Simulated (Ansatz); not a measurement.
Input file for Ansatz (a first-principles code): R-B3LYP/def2-TZVPPD on FH2I (a complex). Elements past Kr take the def2 small-core potentials; no spin–orbit coupling. Files ending in .json are basis or fitting sets from the Basis Set Exchange.

Ansatz 0.2 input:
```yaml
crystal:
  periodic: [false, false, false]
  atoms:
    - {symbol: F, position_ang: [0.55177904, 0.61911929, -0.26114465]}
    - {symbol: H, position_ang: [0.28287210, -0.21341687, -0.56464964]}
    - {symbol: I, position_ang: [-0.13774925, 0.20986365, 3.41960823]}
    - {symbol: H, position_ang: [0.27299526, 0.73097605, 1.94363786]}
basis:
  gaussian:
    orbitals: def2-TZVPPD.json
hamiltonian:
  xc: {name: B3LYP}
scf: {lower_state_search: off}
```

The head of its log:

```
WARN ansatz: RAYON_NUM_THREADS=2 ignored (pool sized by the plan → 2); use --threads N
Functional definition: B3LYP
these checks for a lower state are left out or cut short: stability, starts, cluster_reference, orbital_swaps, neighbouring_geometries, increment
integrals: 0.04 GiB planned
758 factors; their error is unknown
mean field: 0.39 GiB planned
mean field evaluation 1: about -10852.9540 eV, gradient 3.3e1 eV
mean field evaluation 2: about -10850.2822 eV, gradient 5.6e1 eV
```

Problem. Predict the final total energy.

Solution. -398.9029 hartree.
